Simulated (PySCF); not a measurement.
# Nuclear quadrupole coupling in `CS[SiH2][PH3+]`

Compound: CH₈PSSi (charge +1).
Z-matrix (Å and degrees, PBE0-D3(BJ)/def2-SVP geometry), rows numbered from 1:
```
C 
S   1  1.8323
Si  2  2.1045  1  101.95
P   3  2.3203  2   97.66  1   179.41
H   1  1.0974  2  111.16  3    63.14
H   1  1.0980  2  104.48  3  -179.37
H   1  1.0974  2  111.22  3   -61.89
H   3  1.4869  2  118.58  1    70.90
H   3  1.4869  2  118.68  1   -72.03
H   4  1.4120  3  112.68  2    58.59
H   4  1.4124  3  114.74  2   179.13
H   4  1.4120  3  112.74  2   -60.27
```

Field gradients from the PBE0/pcSseg-1 density (PySCF, non-relativistic), principal values in atomic units, ordered |Vxx| ≤ |Vyy| ≤ |Vzz|:

| atom | Vxx | Vyy | Vzz |
| --- | --- | --- | --- |
| S2 | 0.4005 | 1.9987 | -2.3992 |

Find the asymmetry η = (Vxx − Vyy)/Vzz and the couplings χ = eQV/h (234.96 MHz × Q in barn × V in au), with Q(33S) = −0.0678 b.

```csv
atom,environment,nucleus,η,χzz (MHz),χxx (MHz),χyy (MHz)
S2,sulfur bonded to C and Si,33S,0.67,38.22,-6.38,-31.84
```

The tensor is traceless: Vxx + Vyy + Vzz = 0.

What is Vzz at S2 in SI units (1 au = 9.71736 × 10²¹ V/m²)?

-2.3992 au = -23.314 × 10²¹ V/m².

And the gradient at the other heavy atoms, for which no coupling is worked out here?

| atom | environment | Vzz (au) | η |
| --- | --- | --- | --- |
| C1 | S-methyl carbon | 0.417 | 0.00 |
| Si3 | SiH2 silicon | 1.003 | 0.38 |
| P4 | phosphorus bonded to Si and 3 H | -0.442 | 0.07 |

What couplings would deuterons (Q(2H) = 0.00286 b) have in place of the hydrogens, at this geometry?

```
atom  bonded to  bond length (Å)  Vzz (au)     η  χzz (kHz)
  H5         C1            1.097    0.2877  0.06        193
  H6         C1            1.098    0.2860  0.08        192
  H7         C1            1.097    0.2877  0.06        193
  H8        Si3            1.487    0.1351  0.07         91
  H9        Si3            1.487    0.1351  0.07         91
 H10         P4            1.412    0.1664  0.03        112
 H11         P4            1.412    0.1666  0.02        112
 H12         P4            1.412    0.1664  0.03        112
```

The structure is a single PBE0-D3(BJ)/def2-SVP conformer in the gas phase; no vibrational or solvent corrections. A larger basis could move these couplings by a tenth or more.
